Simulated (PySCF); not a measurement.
An unknown is described by computed data only.

Elements present: C, H and P. Monoisotopic mass: 136.0442 u.

* Valence photoelectron: vertical ionisation energy: 8.11 eV [ΔSCF PBE0/def2-SVPD]
* Polarisability: 127.8 au [PBE0/def2-SVPD]
* UV, first state: lowest singlet excitation: 4.18 eV (297 nm, f = 0.005) [TDDFT PBE0/def2-SVPD]
* Rotational structure: rotational constants A, B, C: 3.053, 0.935, 0.719 GHz [PBE0-D3(BJ)/def2-SVP]
* UV, strongest line: among the 10 lowest singlet transitions: S2 at 4.46 eV (278 nm, f = 0.373) [TDDFT PBE0/def2-SVPD]
* 13C NMR: chemical shifts (computed TMS as zero) by class: 177.7 (1 C), 167.0 (1 C), 152.5 (1 C), 144.8 (1 C), 138.2 (1 C), 138.0 (1 C), 116.5 (1 C), 23.8 (1 C) ppm [GIAO HF/pcSseg-1]

Electronic properties: PySCF, gas phase, density fitting. Levels stand in brackets. One conformer (not necessarily the lowest) at the PBE0-D3(BJ)/def2-SVP geometry, without solvent, vibrations or thermal averaging. NMR classes are plain means over equivalent atoms (diastereotopic ones count apart unless rotation or inversion swaps them), as if these changed places fast.

Question: Which formula fits the mass and the elements?

Answer: C8H9P (calculated 136.0442). No other formula that holds each of these elements comes within 0.0003 u with a fitting electron parity and a possible valence count.

Question: Propose a structure and show how it fits.

Answer: Numbering: `[CH2:1]=[CH:2][c:3]1[cH:4][cH:5][c:6]([CH3:7])[cH:8][p:9]1`. 8 carbons fall into 8 classes; from least to most shielded: substituted aromatic carbon [C3] (177.7 ppm), aromatic CH carbon [C8] (167.0 ppm), substituted aromatic carbon [C6] (152.5 ppm), alkene CH carbon [C2] (144.8 ppm), aromatic CH carbon [C5] (138.2 ppm), aromatic CH carbon [C4] (138.0 ppm), terminal =CH2 carbon [C1] (116.5 ppm), benzylic-type carbon [C7] (23.8 ppm). The first electron is taken from the HOMO, whose largest Löwdin shares are 0.20 on the terminal =CH2 carbon, 0.16 on a substituted aromatic carbon, 0.15 on the phosphorus bonded to 2 C and 0.14 on the alkene CH carbon. By its constants the optimised geometry is an asymmetric top. Structure: `c1c(C=C)pcc(c1)C`. The assignments are read from this structure; whether some other isomer fits the data as well wasn't checked.

Shape of the structure used: `[CH2:1]=[CH:2][c:3]1[cH:4][cH:5][c:6]([CH3:7])[cH:8][p:9]1`: C1–C2–C3–C4 3°.
